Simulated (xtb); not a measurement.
Harmonic IR lines of one isomer of C₈H₇FSSi, unscaled. Level of theory: GFN2-xTB (xtb).

wavenumber (cm⁻¹): 551 (w), 581 (w), 767 (m), 775 (m), 784 (vs), 805 (w), 948 (w), 1048 (vw), 1108 (w), 1122 (w), 1159 (m), 1177 (w), 1368 (w), 1548 (w), 1598 (m), 2261 (vs), 2271 (s), 3084 (w), 3095 (w)

Problem. Identify which structure gives these lines.
A) `Fc1cc2cccc([SiH3])c2s1`
B) `Fc1cc2sccc2cc1[SiH3]`
C) `Fc1cc([SiH3])cc2sccc12`
D) `Fc1cc([SiH3])c2sccc2c1`

Solution. A, `Fc1cc2cccc([SiH3])c2s1`
